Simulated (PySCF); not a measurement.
Se(SeH)(OSiH3) (H4OSe2Si), SMILES [SiH3]O[Se][SeH].

Geometry: PBE0-D3(BJ)/def2-SVP. This is a generated structure with no PubChem entry under its InChIKey; it may be hypothetical. The values are those of a single conformer.

Level of theory: PBE/def2-TZVP run with PySCF.

Problem. Estimate the frontier levels, gap, dipole moment and polarisability. (Estimate from the structure and the level; the computed values follow.)

Solution. 
| Quantity | Value |
|---|---|
| highest occupied level | -5.70 eV |
| lowest empty level | -2.39 eV |
| orbital gap | 3.31 eV |
| dipole moment | 0.69 D |
| quadrupole, principal values (traceless, Buckingham form, about the centre of nuclear charge) | -4.84, 0.08, 4.77 D·Å |
| mean static polarisability | 85.4 bohr³ (12.65 Å³) |
| polarisability, principal values | 65.1, 77.9, 113.1 bohr³ |
